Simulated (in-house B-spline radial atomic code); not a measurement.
Ionisation energies along the 59-electron series, configuration 1s2 2s2 2p6 3s2 3p6 3d10 4s2 4p6 4d10 4f5/2(6) 4f7/2(5) 5s2, as differences of self-consistent energies. Dirac energy differences include first-order Breit, QED and recoil terms. NIST's values go from ground level to ground level; the uncertainty of those that are theory runs from under 0.1 % in few-electron ions to several per cent in heavy many-electron ones. Computed with an all-electron radial atomic-structure program (B-spline basis): Dirac-Hartree-Fock, jj configuration that fills j = l - 1/2 first, finite nuclei.

Some pairs differ by more than the removed electron.

A number in brackets counts the electrons of a j subshell.

```csv
ion,configuration after,ionisation energy (eV),IE/(q+1)² (eV),-ε less Coulomb ΔSCF (eV),Breit and QED recoil part (eV),tabulated value (eV),tabulated kind,computed minus tabulated (eV)
Tm10+,[Kr] 4d10 4f5/2(6) 4f7/2(4) 5s2,181.3,1.498,3.9685,0.13907,205,tabulated theory,-23.7
Yb11+,[Kr] 4d10 4f5/2(6) 4f7/2(4) 5s2,213.5,1.4827,3.957,0.15039,244,tabulated theory,-30.5
Lu12+,[Kr] 4d10 4f5/2(6) 4f7/2(4) 5s2,?,?,?,?,?,tabulated theory,?
Hf13+,[Kr] 4d10 4f5/2(6) 4f7/2(5) 5s1,295.9,1.5099,-,-0.42373,310,tabulated theory,-14.1
Ta14+,[Kr] 4d10 4f5/2(6) 4f7/2(5) 5s1,327.1,1.4539,-,-0.46767,338,tabulated theory,-10.9
W15+,[Kr] 4d10 4f5/2(6) 4f7/2(5) 5s1,?,?,?,?,?,semi-empirical,?
Re16+,[Kr] 4d10 4f5/2(6) 4f7/2(6),389.9,1.3491,-,-1.2811,403,tabulated theory,-13.1
```

(1) Fill in the row of Lu12+.

(2) Fill in the row of W15+.

Results:

(1) ionisation energy (eV): 247.8; IE/(q+1)² (eV): 1.4662; -ε less Coulomb ΔSCF (eV): 3.9507; Breit and QED recoil part (eV): 0.16047; tabulated value (eV): 276; computed minus tabulated (eV): -28.2.

(2) ionisation energy (eV): 359.7; IE/(q+1)² (eV): 1.405; -ε less Coulomb ΔSCF (eV): 0.44337; Breit and QED recoil part (eV): -0.51484; tabulated value (eV): 361.9; computed minus tabulated (eV): -2.2.
